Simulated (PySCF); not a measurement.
Electron correlation in Ga⁻ (gallium, charge -1)

[Ar] 3d10 4s2 4p2, high-spin 3P determinant. Calculation: PySCF 2.14, in dyall-av2z (16s12p8d, 92 functions); the non-relativistic Hamiltonian (point nucleus). Frozen: [Ar] 3d10; 4 electrons correlated; the 34 highest virtual orbitals of each spin left out.

```tsv
level	correlation energy (mhartree)
CCSD	-56.10
(T)	-1.70
CCSD(T)	-57.80
```

Diagnostics: T1 = 0.014, D1 = 0.0345, largest double amplitude 0.091.

Cost of the coupled-cluster step: about 1.2 core-seconds, for 4 correlated electrons.
